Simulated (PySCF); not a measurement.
C3H4ClNSi. Atoms are numbered in the order given.

```xyz
10

Cl    -1.7317    -0.8411     0.9654
Si    -0.3983    -0.2835    -0.5209
C      1.3626    -0.8031    -0.2371
C      2.0709     0.3449    -0.1517
N      1.4218     1.6230    -0.2524
C      0.1477     1.5413    -0.4189
H     -0.9841    -0.6781    -1.8320
H      1.8341    -1.7850    -0.1635
H      3.1555     0.3988    -0.0014
H     -0.4297     2.4731    -0.5095
```
Charge 0, spin multiplicity 1.

Geometry optimised at r2SCAN-D4/def2-SVP. The structure was generated by enumeration; whether it is a known compound was not checked.

Level of theory: B3LYP/def2-TZVP (PySCF).

ESP charges are fitted to the potential on shells at 1.4 to 2.0 van der Waals radii. Atomic charges (e):

| atom | Löwdin | ESP fit | Mulliken |
|---|---|---|---|
| Cl1 | 0.22 | -0.16 | -0.25 |
| Si2 | 0.05 | 0.37 | 0.48 |
| C3 | -0.26 | -0.38 | -0.26 |
| C4 | -0.20 | 0.22 | -0.02 |
| N5 | 0.11 | -0.45 | -0.18 |
| C6 | -0.28 | 0.12 | -0.14 |
| H7 | -0.03 | -0.05 | -0.03 |
| H8 | 0.14 | 0.17 | 0.13 |
| H9 | 0.14 | 0.09 | 0.13 |
| H10 | 0.13 | 0.08 | 0.13 |

Q: Give the Mayer and Wiberg (Löwdin basis) orders of the bonds. (The exact figures need the calculation; the answer reports its results.)

A: 
| bond | Mayer | Wiberg |
|---|---|---|
| Cl1–Si2 | 1.14 | 1.79 |
| Si2–C3 | 0.96 | 1.10 |
| C3–C4 | 1.81 | 2.01 |
| C4–N5 | 1.07 | 1.36 |
| Si2–C6 | 0.93 | 1.03 |
| N5–C6 | 1.86 | 2.23 |
| Si2–H7 | 0.92 | 0.90 |
| C3–H8 | 0.94 | 0.86 |
| C4–H9 | 0.96 | 0.86 |
| C6–H10 | 0.93 | 0.89 |
